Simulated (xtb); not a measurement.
Al(Me)(NCO)(OH) (C2H4AlNO2), SMILES [CH3][Al]([OH])[N]=C=O. All values are semi-empirical tight-binding results from xtb (GFN2-xTB unless named), good for trends rather than for accurate numbers. Geometry optimised at GFN2-xTB. The structure was generated by enumeration; whether it is a known compound was not checked. One conformer was computed; it need not be the lowest.

Optimised geometry:

```xyz
10

Al     0.1346    -0.8077     0.4186
C     -1.3478    -2.0841     0.0966
H     -1.0047    -2.9665    -0.4450
H     -2.1394    -1.6172    -0.4895
H     -1.7822    -2.4392     1.0318
N      0.0272     0.8323    -0.3273
C     -0.1230     1.8857    -0.8622
O     -0.2647     2.9124    -1.3800
O      1.4595    -1.1443     1.3206
H      2.2536    -1.2577     1.8223
```
Charge 0, spin multiplicity 1.

For metal compounds this method's bond lengths and energies can be far off.

Computed properties:
```yaml
orbital_gap: 4.69 eV
zero_point_energy: 38.2 kcal/mol
G − E(el) at 298.15 K (modified RRHO): 16.8 kcal/mol
```

Computed atomic charges and the Wiberg bond orders between heavy atoms:
charges (e) Al1 0.36, C2 -0.19, H3 0.07, H4 0.07, H5 0.07, N6 -0.28, C7 0.33, O8 -0.29, O9 -0.45, H10 0.32. Bond orders Al1–C2 1.05, Al1–N6 1.01, N6–C7 1.99, N6–O8 0.35, C7–O8 1.88, Al1–O9 1.40.
